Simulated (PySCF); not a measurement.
Problem. Write a Z-matrix for `[SiH3]O[SiH2]O[SiH3]` as optimised with PBE0-D3(BJ)/def2-SVP.

Solution. 
Z-matrix in Å and degrees, rows numbered from 1:
```
Si
O   1  1.6568
Si  2  1.6490  1  150.34
O   3  1.6493  2  110.74  1    12.40
Si  4  1.6572  3  149.22  2     9.01
H   1  1.4896  2  108.52  3  -170.73
H   1  1.4947  2  110.05  3   -51.01
H   1  1.4933  2  110.39  3    69.14
H   3  1.4863  2  108.27  1   131.81
H   3  1.4866  2  109.04  1  -106.62
H   5  1.4896  4  108.54  3  -166.74
H   5  1.4949  4  110.05  3   -46.98
H   5  1.4932  4  110.41  3    73.12
```

Si3 (oxygen-bound silicon) is tetrahedral (angles from 108.3° to 111.6°). Si1 (oxygen-bound silicon) is tetrahedral (angles from 108.5° to 110.4°). Of the pairs four or more bonds apart, Si1···Si5 is among the closest relative to their van der Waals radii: 4.15 Å, 99 % of the sum of Bondi's values.

Method: PBE0-D3(BJ)/def2-SVP geometry optimisation, gas phase in PySCF.

Point group: C2 (tolerance 0.08 Å). No frequency check. One conformer, not necessarily the lowest (Si1–O2–Si3–O4 12°, O2–Si3–O4–Si5 9°).
